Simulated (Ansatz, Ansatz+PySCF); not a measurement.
```yaml
atoms:
  - { symbol: Ti, position_ang: [0.0000, 0.0000, 0.0000] }
  - { symbol: H, position_ang: [0.0000, 0.0000, 1.7790] }
```

Basis set: def2-SVP (spherical functions). Frozen core: 5 orbitals. Correlation on ROHF uses semicanonical orbitals with singles. Charge 0, multiplicity 4.

Computed with Ansatz (development build ahead of 0.2.0); each method stands on the lowest determinant of its kind that the runs found. Restricted functionals stand beside restricted open-shell atoms, which can lie above the unrestricted atoms usual in DFT and then raise those values.

Q: Give the atomization energy at this shape (free ground-state atoms in the same class of orbitals less the molecule, no zero-point energy) of quartet TiH by ωB97X (unrestricted), r²SCAN (unrestricted), r²SCAN (restricted open-shell), PBE0 (unrestricted), PBE (unrestricted), ROHF-MP2, UHF.

A:

```csv
method,atomization energy
ωB97X (unrestricted),49.75 kcal/mol
r²SCAN (unrestricted),67.72 kcal/mol
r²SCAN (restricted open-shell),68.48 kcal/mol
PBE0 (unrestricted),59.30 kcal/mol
PBE (unrestricted),64.57 kcal/mol
ROHF-MP2,41.66 kcal/mol
UHF,37.52 kcal/mol
```

Caution for r²SCAN (unrestricted), PBE (unrestricted): a free atom is spin contaminated.
